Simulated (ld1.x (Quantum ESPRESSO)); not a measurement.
**Varying the TM semilocal potential for C (Z = 6)**

Base potential:

ld1.x (Quantum ESPRESSO) 7.5 input, shortened:

```
&input
   title='C', zed=6., rel=0, dft='PBESOL', iswitch=3,
   config='[He] 2s1.75 2p2.25 3d-2'
 /
 &inputp
   pseudotype=1, tm=.true., lloc=0,
   nlcc=.false.
 /
3
2P  2  1   2.25   0.00  2.00  2.00  0.0
3D  3  2  -2.00   0.25  1.65  1.65  0.0
2S  1  0   1.75   0.00  0.95  0.95  0.0
 &test
   configts(1)='2s1.75 2p2.25'
 /
```

All-electron outer shells of the reference configuration (PBEsol, non-relativistic, ld1.x):

```
shell  level (eV)  outermost node (bohr)  outermost maximum (bohr)
   2s      -13.76                   0.38                      1.22
   2p       -5.35                      –                      1.20
```

Cutoffs, loose and tight: the cutoffs (Ry, on a coarse ladder) from which the occupation-weighted sum of valence levels, in a spherical-Bessel basis at the reference potential, stays within 10 and 1 mRy of its value at 400 Ry. They do not see the model core or the augmentation charge, which bear on the density cutoff. Test errors are all-electron minus pseudo excitation energies from the reference, over the configurations 2s2 2p2; 2s2 2p1; 2s2 2p0; 2s2 2p1.5; 2s0 2p4; 2s2 2p2.3; 2s1 2p0. A dash means not determined; rows that change the core or the reference have their own tests.

A semilocal file is local in each channel, so a ghost entry of none says nothing of the separable form that plane-wave codes build from it.

| change | outcome | cutoff, loose | cutoff, tight | bound ghosts | largest test error (meV) |
| --- | --- | --- | --- | --- | --- |
| base | generated | 35 Ry | 90 Ry | none | +626 |
| wave 2p (bound): rc 2.00 bohr becomes 2p (bound): rc 1.32 bohr | generated | 50 Ry | 100 Ry | none | +279 |
| wave 2p (bound): rc 2.00 bohr becomes 2p (bound): rc 1.64 bohr | generated | 40 Ry | 90 Ry | none | +380 |
| wave 2p (bound): rc 2.00 bohr becomes 2p (bound): rc 2.12 bohr | generated | 35 Ry | 90 Ry | none | +784 |
| wave 2p (bound): rc 2.00 bohr becomes 2p (bound): rc 2.98 bohr | generated | 35 Ry | 90 Ry | none | +2191 |

What comes out with this change to the base: wave 2p (bound): rc 2.00 bohr becomes 2p (bound): rc 1.86 bohr?

outcome: generated; cutoff, loose: 35 Ry; cutoff, tight: 90 Ry; bound ghosts: none; largest test error (meV): +510.

What comes out with this change to the base: wave 2p (bound): rc 2.00 bohr becomes 2p (bound): rc 2.42 bohr?

outcome: generated; cutoff, loose: 35 Ry; cutoff, tight: 90 Ry; bound ghosts: none; largest test error (meV): +1164.

What comes out with this change to the base: wave 2p (bound): rc 2.00 bohr becomes 2p (bound): rc 2.76 bohr?

outcome: generated; cutoff, loose: 35 Ry; cutoff, tight: 90 Ry; bound ghosts: none; largest test error (meV): +1735.

Reading the sweep of the p radius (base included, trends over the rows without a ghost): The loose cutoff falls from 50 Ry at 1.32 to 35 Ry at 2.98 bohr. A larger radius leaves more room for a smooth pseudo-wave, so fewer plane waves are needed; a smaller one forces it to follow the all-electron wave where it bends sharply. The median size of the test errors (rows with all tests solved) is not monotonic: lowest 5.3 meV at 1.86 bohr, highest 83.8 meV at 2.98 bohr.
